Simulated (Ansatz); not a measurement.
`C=CSC[SiH3]`. Total charge 0; spin multiplicity 1. Geometry: relaxed with PBE0-D4/def2-TZVP. It is one conformer, not always the lowest.

```xyz
13

C    -2.476    0.817    0.470
C    -1.520    0.026   -0.004
S    -0.522   -0.998    0.995
C     0.929   -1.210   -0.066
Si    1.939    0.370   -0.226
H    -2.648    0.936    1.534
H    -3.125    1.358   -0.207
H    -1.359   -0.073   -1.074
H     1.530   -1.982    0.421
H     0.622   -1.613   -1.035
H     2.399    0.793    1.120
H     3.121    0.134   -1.101
H     1.108    1.444   -0.827
```

Problem. What is the dipole moment at ωB97M-V/def2-TZVPP? (Best estimate.)

Solution. Ansatz gave: 1.16 D, with components (0.33, -0.25, -1.08) D in this frame, pointing from negative to positive charge.

Problem. And with PBE, r2SCAN, B3LYP? (An estimate is asked.)

Solution. Ansatz gave: PBE 1.15 D, r2SCAN 1.21 D, B3LYP 1.17 D.

Problem. Give the Mulliken charges with ωB97M-V, r2SCAN, B3LYP in def2-TZVPP. (Best estimate.)

Solution. The calculation gave: 
| atom | ωB97M-V | r2SCAN | B3LYP |
| --- | --- | --- | --- |
| C1 | -0.23 | -0.23 | -0.25 |
| C2 | -0.11 | -0.04 | -0.07 |
| S3 | 0.00 | -0.05 | -0.04 |
| C4 | -0.36 | -0.17 | -0.25 |
| Si5 | 0.18 | 0.28 | 0.27 |
| H6 | 0.10 | 0.08 | 0.10 |
| H7 | 0.11 | 0.09 | 0.11 |
| H8 | 0.11 | 0.08 | 0.10 |
| H9 | 0.14 | 0.09 | 0.12 |
| H10 | 0.14 | 0.08 | 0.11 |
| H11 | -0.02 | -0.06 | -0.06 |
| H12 | -0.03 | -0.08 | -0.07 |
| H13 | -0.02 | -0.06 | -0.06 |

B3LYP here is the variant with VWN-RPA as its local correlation; programs differ in this.
